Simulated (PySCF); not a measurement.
Choosing a molecule for a target property.

Each SMILES stands for a single optimised conformer of the isolated species, non-relativistic unless stated. Electronic properties by PySCF.

Dipoles, sizes and rotational constants follow the conformer. The torsions of the flexible species, by atom-mapped SMILES:
- `[CH3:1][c:2]1[cH:3][cH:4][cH:5][cH:6][c:7]1[OH:8]`: H–O8–C7–C6 180°
- `[CH3:1][c:2]1[cH:3][p:4][c:5]([F:6])[n:7][c:8]1[CH:9]=[O:10]`: N7–C8–C9–O10 180°
- `[CH2:1]=[C:2]1[CH:3]=[C:4]1[O:5][CH:6]1[CH2:7][CH2:8]1`: C3–C4–O5–C6 -179°, C4–O5–C6–C7 -128°
- `[CH:1]1=[CH:2][CH:3]1[O:4][CH:5]1[CH2:6][SiH2:7][CH2:8]1`: C2–C3–O4–C5 -136°, C3–O4–C5–C6 173°
- `[CH3:1][Si@@H:2]([F:3])[SiH2:4][PH2:5]`: C1–Si2–Si4–P5 75°, H–P5–Si4–Si2 -163°, H–P5–Si4–Si2 -70°

Task: Wanted: dipole moment below 1 D (B3LYP/def2-SVPD) and electronic spatial extent ⟨r²⟩ about the centre of nuclear charge below 800 bohr² (B3LYP/def2-SVPD), at GFN2-xTB geometries. Which candidate meets both?
A. `C1=CC1OC1C[SiH2]C1`
B. `C=C1C=C1OC1CC1`
C. `Cc1cpc(F)nc1C=O`
D. `C#C[C@@H]1C(=O)C[C@@H]1C`
E. `c1cccc(O)c1C`
F. `N#CC1=CN=NS1`

Result: F. Computed values:
| species | dipole moment | electronic spatial extent ⟨r²⟩ about the centre of nuclear charge |
| --- | --- | --- |
| N#CC1=CN=NS1 | 0.63 D | 761 bohr² |
| C1=CC1OC1C[SiH2]C1 | 1.28 D | 1469 bohr² |
| c1cccc(O)c1C | 1.70 D | 895 bohr² |
| C=C1C=C1OC1CC1 | 1.86 D | 1033 bohr² |
| Cc1cpc(F)nc1C=O | 2.94 D | 1664 bohr² |
| C#C[C@@H]1C(=O)C[C@@H]1C | 3.22 D | 931 bohr² |

Task: Wanted: lowest singlet excitation between 3.3 eV and 4.4 eV (TDDFT B3LYP/def2-SVPD) and HOMO energy above -7.4 eV (B3LYP/def2-SVPD), at GFN2-xTB geometries. Which candidate meets both?
A. `N#Cc1cnns1`
B. `O=C1[C@@H](C#C)[C@@H](C)C1`
C. `C[Si@@H](F)[SiH2]P`
D. `C=C1C=C1OC1CC1`
E. `CC1=CC=CC=C1O`
F. `c1(F)pcc(C)c(n1)C=O`

Result: B. Computed values:
```
                   species  lowest singlet excitation  HOMO energy
       c1(F)pcc(C)c(n1)C=O                    3.03 eV     -7.54 eV
                N#Cc1cnns1                    3.52 eV     -7.97 eV
O=C1[C@@H](C#C)[C@@H](C)C1                    4.10 eV     -6.99 eV
            C=C1C=C1OC1CC1                    4.73 eV     -5.50 eV
             CC1=CC=CC=C1O                    5.13 eV     -6.26 eV
        C[Si@@H](F)[SiH2]P                    5.52 eV     -7.35 eV
```

Task: Wanted: HOMO–LUMO gap below 5 eV (B3LYP/def2-SVPD) and smallest rotational constant below 1.1 GHz (GFN2-xTB), at GFN2-xTB geometries. Which candidate meets both?
A. `Cc1ccccc1O`
B. `N#Cc1cnns1`
C. `C[Si@@H](F)[SiH2]P`
D. `C=C1C=C1OC1CC1`
E. `Cc1cpc(F)nc1C=O`
F. `C1=CC1OC1C[SiH2]C1`

Result: E. Computed values:
```
           species  HOMO–LUMO gap  smallest rotational constant
   Cc1cpc(F)nc1C=O        4.23 eV                     0.622 GHz
        N#Cc1cnns1        4.78 eV                     1.413 GHz
    C=C1C=C1OC1CC1        5.45 eV                     1.158 GHz
        Cc1ccccc1O        5.94 eV                     1.338 GHz
C[Si@@H](F)[SiH2]P        6.41 eV                     0.968 GHz
C1=CC1OC1C[SiH2]C1        6.61 eV                     0.792 GHz
```

Task: Wanted: static isotropic polarisability between 75 au and 83 au (B3LYP/def2-SVPD) and lowest triplet excitation (Tamm–Dancoff) below 4.3 eV (TDA B3LYP/def2-SVPD), at GFN2-xTB geometries. Which candidate meets both?
A. `C#C[C@@H]1C(=O)C[C@@H]1C`
B. `Cc1ccccc1O`
C. `Cc1cpc(F)nc1C=O`
D. `C1=CC1OC1C[SiH2]C1`
E. `C[Si@@H](F)[SiH2]P`
F. `c1nnsc1C#N`

Result: A. Computed values:
```csv
species,static isotropic polarisability,lowest triplet excitation (Tamm–Dancoff)
c1nnsc1C#N,69.8 au,2.97 eV
C#C[C@@H]1C(=O)C[C@@H]1C,80.5 au,3.60 eV
Cc1ccccc1O,85.0 au,4.09 eV
C[Si@@H](F)[SiH2]P,95.8 au,5.17 eV
C1=CC1OC1C[SiH2]C1,97.7 au,4.51 eV
Cc1cpc(F)nc1C=O,108.4 au,2.60 eV
```
